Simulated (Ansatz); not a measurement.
`O/C=[N]/[ZnH]` + H₂ → `[ZnH2]` + `N=CO` at 700 K and 1 bar (hydrogenolysis of a Zn–N bond).

Gas-phase electronic energies from Ansatz, PBE0-D4/def2-TZVP geometries. CCSD(T)/CBS adds triple-zeta CCSD(T) − MP2 to the extrapolated MP2 energy (def2 sets, frozen cores). This one scheme is used for every species. For Zn outer-core shells are correlated without core-valence functions, which leaves a few kJ/mol of doubt a bond. Scalar relativity is left out up to krypton. One conformer a species, not always the lowest.

```json
{"species": "`O/C=[N]/[ZnH]`", "CCSD(T)/CBS energy (Eh)": "-1948.09320", "H − E (kJ/mol)": "165.9", "S (J/(mol·K))": "389.2"}
{"species": "H₂", "CCSD(T)/CBS energy (Eh)": "-1.17544", "H − E (kJ/mol)": "46.8", "S (J/(mol·K))": "155.3"}
{"species": "`[ZnH2]`", "CCSD(T)/CBS energy (Eh)": "-1779.54550", "H − E (kJ/mol)": "57.4", "S (J/(mol·K))": "237.3"}
{"species": "`N=CO`", "CCSD(T)/CBS energy (Eh)": "-169.71775", "H − E (kJ/mol)": "160.4", "S (J/(mol·K))": "306.3"}
```

H − E and S are ideal-gas, rigid-rotor, harmonic terms from PBE0-D4/def2-TZVP, for one conformer and one mirror image of each species. The MP2-based limit puts H₂ 0.8 mEh under its directly extrapolated value; such offsets cancel only in part. 1 Eh = 2625.50 kJ/mol, R = 8.31446 J/(mol·K).

Task: By hand: ΔE, ΔH, ΔS and ΔG.

Result: ΔE = (-1779.54550) + (-169.71775) − (-1948.09320) − (-1.17544) = 0.00539 Eh = 14.2 kJ/mol. Δ(H − E) = 57.4 + 160.4 − 165.9 − 46.8 = 5.1, so ΔH = 19.3 kJ/mol. ΔS = 237.3 + 306.3 − 389.2 − 155.3 = -0.9 J/(mol·K). ΔG = 19.3 − 700 × (-0.9)/1000 = 19.9 kJ/mol.

Task: By hand: the equilibrium constant, and the temperature at which ΔG would vanish if ΔH and ΔS stayed fixed.

Result: log₁₀ K = −ΔG/(RT ln 10) = -1.5. ΔH and −TΔS have one sign here, so there is no such temperature. One of them is within its doubt of zero, so this could turn.

The number of gas molecules stays the same, so ΔS is small and ΔH decides. A doubt of 5 kJ/mol in ΔE shifts log₁₀ K by 0.4 here. Other conformers and mirror images would add mixing entropy, several J/(mol·K) or more a flexible species. These are equilibria of isolated gas molecules and say nothing of rates. Largest T1 diagnostic: 0.017 (customary marks: 0.02 for closed shells, 0.045 for open ones).
